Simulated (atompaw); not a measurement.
**What one change does to a pseudopotential (Li (Z = 3), PAW (atompaw))**

atompaw 4.2.0.5 input, output lines left out:

```
Li 3
GGA-PBESOL loggrid 1500 logderivrange -6 5 276
2 2 0 0 0 0
2 0 0.5
2 1 0
0 0 0
v
v
v
1
3.00 2.35 2.55 2.90
n
y
1.05
n
modrrkj vanderbiltortho besselshape
2 0 troulliermartins
0.75
1.00
3.00
3.00
```

All-electron outer shells of the reference configuration (PBEsol, non-relativistic, ld1.x):

```
shell  level (eV)  outermost node (bohr)  outermost maximum (bohr)
   1s      -55.24                      –                      0.36
   2s       -5.25                   0.83                      2.97
   2p       -3.27                      –                      3.32
```

Change: augmentation besselshape compensation charge, radius 2.35 bohr; PAW radius 3.00 bohr; waves and projectors: custom rrkj gramschmidtortho.

Cutoffs: the cutoffs (Ry, on a coarse ladder) from which the occupation-weighted sum of valence levels, in a spherical-Bessel basis at the reference potential, stays within 10 and 1 mRy of its value at 400 Ry; they do not see the model core or the augmentation charge, which bear on the density cutoff.

Question: What does the change do?

Answer: The potential gets neither clearly harder nor softer (70 Ry and 120 Ry → 80 Ry and 100 Ry); the range in which the s phases agree narrows (upper end at the end of the scan → 2.6); the range in which the p phases agree widens (upper end -0.1 → 2.0); neither file shows a bound ghost.

```tsv
quantity	base	changed
cutoff, loose	70 Ry	80 Ry
cutoff, tight	120 Ry	100 Ry
bound ghosts	none	none
s: phases at 3.00 bohr within 0.05 rad from the reference energy up to (Ry; the scan ends near 5)	to the end of the scan	2.6
p: phases at 3.00 bohr within 0.05 rad from the reference energy up to (Ry; the scan ends near 5)	-0.1	2.0
lowest overlap eigenvalue by channel	s 0.70, p 1.00	s 0.57, p 0.91
```

 The cutoffs see the waves, projectors and local potential, not the compensation charge or the core.
